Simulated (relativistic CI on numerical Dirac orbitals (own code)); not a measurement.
# Pr LVI: sensitivity of the levels to the model

Base calculation: Dirac-Coulomb-Breit CI, separate exchange-only KLI orbitals for each configuration, a model potential for QED, unscaled Slater integrals.

CI space (outside the closed core 1s2): 2s2, 2s 2p, 2p2, 2p 3s, 2p 3p, 2s 3s, 2s 3p, 2s 3d, 2s 4s, 2s 4p, 2s 4d, 2s 4f, 2s 5s, 3s2, 2s 5p, 2s 5d, 2s 5f, 2s 5g, 3s 3p, 3p2. Levels of other configurations are missing.

Variants: (1) valence Slater integrals scaled by 0.9; (2) only the first 3 configurations. Shifts of the energy above 2s2 1S_0, in eV, for the lowest level and the first level of each name with at least 55 % of one term (blank where a level changes its place among those of its configuration and J or its character, or is not in the variant):

```
      Level     Base   Δ(1)   Δ(2)
   2s2 1S_0     0.00   0.00   0.00
2s 2p 3P°_0   119.01  +0.57  +0.01
2s 2p 3P°_1   145.21  -1.96  +0.04
   2p2 3P_0   343.00  -3.70  +0.18
2s 2p 3P°_2   657.11  +0.69  -0.03
2s 2p 1P°_1   727.79  -6.55  +0.07
   2p2 3P_1   848.44  -0.17  -0.01
   2p2 1D_2   865.17  -2.19  +0.30
   2p2 3P_2  1396.40  -1.28  +0.17
   2p2 1S_0  1449.85  -6.56  +0.20
 2s 3s 3S_1  6579.46  -0.89       
 2s 3s 1S_0  6603.82  -3.09       
2s 3p 3P°_0  6637.20  -1.51       
2s 3p 3P°_1  6638.10  -1.64
```

At this charge energies of transitions that change n are usually good to better than 1 %, and those within a shell (Δn = 0) to a few per cent.

Ionisation energy from the two ground configurations alone: base 11640.4 eV. The NIST ASD value (theoretical) is 11641 eV.

LS names give the leading component of a level, which can be under half, so a name can repeat, a term be missing and a line seem to break the LS rules.
